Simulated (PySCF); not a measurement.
## How methods differ on the ionisation energy of Sr(29+)

Sr(29+) [He] 2s2 2p5 (2P) → Sr(30+) [He] 2s2 2p4 (3P), as a difference of total energies. Computed with PySCF 2.14 in an even-tempered Gaussian basis (15 s from 8.7 bohr⁻², ratio 2.5; 9 p from 11 bohr⁻², ratio 2.5; 5 d from 52 bohr⁻², ratio 2.7; 5 f from 77 bohr⁻², ratio 2.7), with the non-relativistic Hamiltonian (point nucleus). Correlated levels: nothing frozen; virtual orbitals above 40 to 60 times the deepest correlated orbital energy dropped. The calculations carry no spin-orbit coupling.

```tsv
method	ionisation energy (eV)
UHF	3484.8
LDA	3483.8
PBE	3485.1
PBE0	3485.5
r2SCAN	3487.5
M06	3487.7
BLYP	3485.7
MP2 (all electrons)	3486.2
SCS-MP2 (all electrons)	3486.2
```

Spin-orbit coupling is strong in these open shells (close to jj coupling). The scalar numbers leave it out and a first-order estimate fails, so it can dominate the gap to the real levels.

All relativistic terms are absent from these numbers, so their closeness to the reference says little about the methods.

For comparison: 3497 ± 6 eV (semi-empirical (NIST evaluation); NIST Atomic Spectra Database, ionization energies).
